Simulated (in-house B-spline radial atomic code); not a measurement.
Au⁺: [He] 2s1 2p6 3s2 3p6 3d10 4s2 4p6 4d10 4f14 5s2 5p6 5d10 6s1 (with a hole in an inner shell)

Level of theory: Dirac-Kohn-Sham relativistic LDA, spherical fractional occupations, Fermi nucleus of rms radius 5.4371 fm; calculated with a B-spline radial code for spherical atoms.

Z_r = [3n² - l(l+1)]/(2<r>); Z_e = n√(-2ε); the last column is Slater's effective charge. Values are occupation-weighted means over j. An effective charge above Z reflects the relativistic contraction of the inner shells.

```tsv
shell	electrons	ε (eV)	<r> (bohr)	Z_r	Z_e	Slater
1s	2	-80399	0.01694	88.55	76.87	78.70
2s	1	-14352	0.07049	85.12	64.96	75.20
2p	6	-12592	0.06357	78.65	60.84	75.20
3s	2	-3424.8	0.1825	73.97	47.60	68.60
3p	6	-2902.2	0.1827	68.44	43.82	68.60
3d	10	-2294.6	0.1655	63.44	38.96	58.85
4s	2	-758.09	0.4039	59.42	29.86	52.25
4p	6	-582.66	0.4274	53.82	26.18	52.25
4d	10	-356.92	0.4501	46.66	20.49	40.85
5s	2	-124.28	0.9118	41.13	15.11	22.35
4f	14	-107.15	0.4814	37.39	11.23	29.45
5p	6	-75.956	1.043	34.98	11.81	22.35
5d	10	-19.29	1.472	23.44	5.95	8.85
6s	1	-14.794	2.528	21.36	6.26	4.70
```

The least bound orbital is 6s1/2 at -14.79 eV, and it is also the most diffuse (<r> = 2.528 bohr). The part-filled 2s shell lies below the filled 5d shell in orbital energy.

Spin-orbit splittings of the orbital energies (j = l + 1/2 above j = l - 1/2 when positive): 2p 1829 eV, 3p 409.6 eV, 3d 90.5 eV, 4p 99.18 eV, 4d 19.04 eV, 4f 4.228 eV, 5p 17.56 eV, 5d 1.863 eV.

For the 1s electron the small component carries 8.93 % of the norm, the zero-frequency Breit interaction raises the level by 292.1 eV, self-energy by 192 eV, and vacuum polarisation lowers it by 39.1 eV.
